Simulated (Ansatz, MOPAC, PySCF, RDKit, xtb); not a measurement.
Pair of molecules: H2S (SMILES S) (first 3 atoms) with C3H6 (SMILES C=CC); geometry from B3LYP-D3(BJ)/def2-TZVP, rigid monomers moved along the line of their centres of mass till H2···C4 is 2.40 Å.
(charge 0, multiplicity 1):
```xyz
12

S      0.122     0.463     0.729
H      0.651     0.153     1.927
H      1.245     0.133     0.072
C      1.183     0.228     4.267
C      0.084    -0.511     4.158
C     -1.289     0.020     3.898
H      1.149     1.309     4.178
H      2.151    -0.218     4.456
H      0.168    -1.590     4.255
H     -1.973    -0.255     4.706
H     -1.287     1.107     3.805
H     -1.702    -0.404     2.979
```

```csv
level,interaction energy (kcal/mol),cost
UFF,4.54,-
PM7,-1.19,-
GFN1-xTB,-0.94,-
GFN2-xTB,-1.97,-
HF/6-31G* (no counterpoise),1.90,-
PBE-D4/def2-TZVPPD,-2.31,×1
BP86/6-31G* (no counterpoise),-0.48,-
B3LYP/3-21G (no counterpoise),-1.96,-
B3LYP/6-31G*,0.56,-
B3LYP/6-311+G** (no counterpoise),0.51,-
B3LYP-D3(BJ)/def2-TZVPPD,-2.00,×1
B3LYP-D4/def2-TZVPPD,-1.67,×1
PBE0/def2-TZVPPD,-0.51,×2
PBE0-D3(BJ)/def2-TZVPPD,-2.22,×2
wB97M-V/def2-TZVPPD,-1.45,×4
MP2/6-31G*,0.47,-
MP2/6-31G* (no counterpoise),-1.24,-
MP2/aug-cc-pV(D+d)Z,-1.36,-
SCS-MP2/aug-cc-pV(D+d)Z,-0.18,-
CCSD(T)/aug-cc-pV(D+d)Z,-0.55,×20
```

The rows run from -2.31 (PBE-D4/def2-TZVPPD) to 4.54 kcal/mol (UFF). The dispersion term adds -1.72 in PBE0-D3(BJ).

Monomers are frozen at their geometry in the pair; levels with a basis set take the counterpoise correction. Rows marked so take none. RDKit's UFF carries no charges.

Frozen-core correlation. Rows in 3-21G, 6-311+G**, 6-31G* carry no dispersion term and start afresh at each structure (6-31G* with six Cartesian d functions). MP2/6-31G* freezes PySCF's default core. The state that PM7 reach isn't checked; PM7 holds dispersion and hydrogen-bond terms.

The values were computed with Ansatz (Gaussian orbitals); MOPAC for PM7 (differences of heats of formation); PySCF for 3-21G rows, 6-311+G** rows, 6-31G* rows, the dispersion terms; RDKit for the force fields; xtb for the GFN methods. Each number belongs to the level named beside it.

Costs are rough ratios of core time to PBE/def2-TZVPPD (about 9 s over the structures, on one shared machine); a dash marks a level with no comparable run of its own.

Ansatz is a quantum-chemistry and plane-wave program.
